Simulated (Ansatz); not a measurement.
Reaction (isomerisation): `O=C(S)N[SiH3]` → `O[SiH]1NCS1`

Computed with Ansatz on PBE0-D4/def2-TZVP structures; ΔE is electronic, products minus reactants. CCSD(T)/CBS adds triple-zeta CCSD(T) − MP2 to the extrapolated MP2 energy (def2 sets, frozen cores). Functionals use def2-TZVPP. One conformer a species, not always the lowest.

(1) Is it downhill or uphill in electronic energy at CCSD(T)/CBS, and by how much? (Estimate.)

(2) What do these levels give: PBE-D4, PBE0-D4, ωB97X-V, CCSD(T)/def2-TZVPP, SCS-MP2/def2-QZVPP, HF/CBS(def2)? (An estimate is asked.)

Largest T1 diagnostic among the species: 0.015.

Answers

(1) The calculation gave: Downhill: ΔE = -1.77 eV.

(2) Ansatz gave: PBE-D4 -1.46, PBE0-D4 -1.67, ωB97X-V -1.63, CCSD(T)/def2-TZVPP -1.65, SCS-MP2/def2-QZVPP -1.75, HF/CBS(def2) -1.50 eV.

In def2-TZVPP, CCSD(T) changes the Hartree–Fock value by −0.16 eV (the triples alone add +0.04 eV) and MP2 by −0.30 eV. From PBE to PBE0 (25 % exact exchange), in def2-TZVPP and without D4, ΔE moves by −0.21 eV.
